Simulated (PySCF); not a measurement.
## SeH: energy against distance

Set-up: PySCF, no relativity, basis sets H def2-SVPD, Se def2-SVPD. Energies in eV from H + Se in their ground configurations at the same level. All curves are PBE0. state 1: ²Π (doublet), unpaired electrons π ↑; state 2: quartet, unpaired electrons σ ↑, π ↑↑, a second solution, started from another occupation.

```tsv
R (Å)	state 1	state 2
1.268	-2.699	3.1716
1.327	-3.056	2.5609
1.387	-3.261	2.0675
1.431	-3.336	1.7599
1.475	-3.359	1.4955
1.519	-3.338	1.2682
1.578	-3.257	1.0140
1.652	-3.093	0.7599
1.740	-2.833	0.5285
1.859	-2.427	0.3136
```

Task: Put a parabola through the three lowest points of the state 1 curve and estimate Re, k and ωe (reduced mass 0.9953 u; 1 eV/Å² = 0.16022 mdyn/Å; ωe = 1302.8·√(k/μ) cm⁻¹).

Result: Through R = 1.431, 1.475, 1.519 Å the second-order coefficient is 11.4 eV/Å², so Re ≈ 1.476 Å, k ≈ 3.64 mdyn/Å and ωe ≈ 2492 cm⁻¹. A polynomial fit of higher order to the unrounded PBE0 energies gives Re = 1.474 Å, k = 3.54 mdyn/Å, ωe = 2455 cm⁻¹; anharmonicity and rounding make the difference.

The higher-order fit for each curve: state 1: Re = 1.474 Å, ωe = 2455 cm⁻¹, De = 3.36 eV. State 2 gave no clean fit.

Spin–orbit coupling is left out. The state was picked by a PBE0 search and need not be the measured ground state.
